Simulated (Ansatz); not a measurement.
Correlation energies of CH₃NOSi, SMILES `N#CO[SiH3]` by basis set

```xyz
7

N     1.878    1.899   -0.581
C     1.065    1.092   -0.724
O     0.168    0.202   -0.915
Si   -0.624   -0.636    0.331
H    -1.536   -1.539   -0.394
H     0.393   -1.367    1.117
H    -1.345    0.348    1.166
```

The species carries charge 0 and has multiplicity 1. All single points use the PBE0-D4/def2-TZVP geometry. Frozen core, restricted reference, Ansatz. CBS rows extrapolate triple and quadruple zeta; past MP2 they add the triple-zeta difference.

| basis | HF (Eh) | MP2 corr. |
| --- | --- | --- |
| def2-SVP | -457.63644 | -0.55648 |
| def2-TZVPP | -457.94883 | -0.68979 |
| def2-QZVPP | -457.96552 | -0.74018 |

Q: Estimate the CCSD correlation energy and the (T) correction in each basis where they were run (hartree).

A: 
```
     basis  CCSD corr.       (T)
  def2-SVP    -0.58230  -0.01940
def2-TZVPP    -0.70913  -0.03118
 CBS(def2)    -0.79685     as TZ
```
